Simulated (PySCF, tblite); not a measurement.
**Question.** What does the GFN2-xTB structure of `C=CC1=C[P@@](C)(=S)C=C1[SiH3]` look like in three dimensions?

**Answer.** 
```
atom  x, y, z in Å
C1    -2.904    1.117   -0.341
C2    -1.646    1.446   -0.602
C3    -0.471    0.744   -0.109
C4     0.666    1.404    0.206
P5     1.837    0.285    0.993
C6     3.313    0.129   -0.095
S7     2.238    0.653    2.860
C8     0.759   -1.120    0.633
C9    -0.404   -0.714    0.095
Si10  -1.702   -1.975   -0.448
H11   -3.161    0.269    0.270
H12   -3.726    1.709   -0.707
H13   -1.433    2.345   -1.168
H14    0.795    2.473    0.165
H15    3.871    1.064   -0.042
H16    3.935   -0.676    0.294
H17    3.018   -0.080   -1.121
H18    1.012   -2.138    0.877
H19   -0.987   -3.229   -0.697
H20   -2.335   -1.514   -1.683
H21   -2.683   -2.175    0.619
```

Orientation and origin are arbitrary. Atoms count from 1 in this order. Si10 (SiH3 silicon) is tetrahedral (angles from 106.6° to 111.7°). Of the pairs four or more bonds apart, Si10···H11 is among the closest relative to their van der Waals radii: 2.77 Å, 84 % of the sum of Bondi's values. The 5-membered ring C3–C4–P5–C8–C9 has internal angles of 90.5° to 114.4°; it is slightly puckered (a soft mode that the optimisation may not have finished), 0.04 Å rms from its mean plane, widest ring torsion 8°. The 3 C–P bonds span 1.801 Å (C4–P5, drawn single) to 1.840 Å (P5–C6, drawn single), a spread of 0.039 Å.

Bonds between heavy atoms (Å): C1=C2 1.326, C2–C3 1.455, C3=C4 1.351, C4–P5 1.801, P5–C6 1.840, P5=S7 1.945, P5–C8 1.807, C8=C9 1.344, C9–Si10 1.889, C3–C9 1.474.

Structure optimised with GFN2-xTB, isolated species.

Point group: C1 (no symmetry element, even within 0.4 Å). Its GFN2-xTB frequencies are all real (lowest 54 cm⁻¹). The numbers are those of one conformer (C1–C2–C3–C4 -145°). 2 starts were optimised and ended at 0.00 and 0.49 kcal/mol (GFN2-xTB); the lowest of these is shown.

All values are computed, not measured.
